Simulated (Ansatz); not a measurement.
A made-up structure of SiHSeO, doublet:

| atom | x (Å) | y (Å) | z (Å) |
| --- | --- | --- | --- |
| O1 | -0.4769 | -0.0246 | 0.8282 |
| Si2 | -1.9687 | 0.2627 | 0.9412 |
| Se3 | 0.5807 | 0.0575 | -1.1958 |
| H4 | 1.8650 | -0.2956 | -0.5737 |

It is relaxed with PBE-D4/def2-SVP and then PBE0-D4/def2-TZVP (Ansatz 0.2.0). Atoms count as bonded within 1.22 times the sum of their covalent radii (H–H: 0.88 Å). The end point is not checked to be a true minimum.

(1) Does its bonding change? (Judge from chemistry; the calculation decides.)

## Answers

(1) The calculation gives: No: no bond forms or breaks.

Where it ends: The first stage lowers the energy by 0.33 eV in 7 steps. It ends as a complex of HSe + SiO:
```
4
angstrom
O -0.6520 0.0023 0.8877
Si -2.1041 0.2490 1.2224
Se 0.9532 0.0451 -1.6280
H 1.8029 -0.2964 -0.4820
```

For scale, one of the runs: PBE0-D4/def2-TZVP relaxation, 122 basis functions, launched by `ansatz run in.yaml --threads 2 --pin off --events-out ev --progress --plain --max-ram 4352MiB`. Hardware: 2 CPU threads of an Intel Xeon Platinum 8259CL, shared host. Wall time about 95 s.
